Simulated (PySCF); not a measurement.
Constitutional and geometric isomers with formula CH5BO. Gas-phase values, no solvent. One relaxed conformer stands for each flexible species; it need not be the lowest. Strings in code marks are SMILES.

Computed with B3LYP-D3(BJ)/def2-TZVP in PySCF. All candidates: neutral, multiplicity 1. B3LYP has the VWN-RPA correlation part, as in Gaussian. Delta-SCF ions had no search for a lower state. Excitations are Tamm–Dancoff values on a coarser integration grid. The basis has no diffuse functions, so Rydberg states are missing or too high.

```yaml
T1 excitation (TDA): 5.75 eV
HOMO: -8.37 eV
vertical ionisation energy (Delta-SCF): 11.14 eV
```

Q: Identify which member has these values.
A. `BCO`
B. `CBO` (C–B–O–H torsion 180°)
C. `BOC`

A: C, `BOC`. The others give `BCO`: 4.58 eV, -7.70 eV, 10.68 eV; `CBO` (C–B–O–H torsion 180°): 6.27 eV, -8.38 eV, 11.12 eV
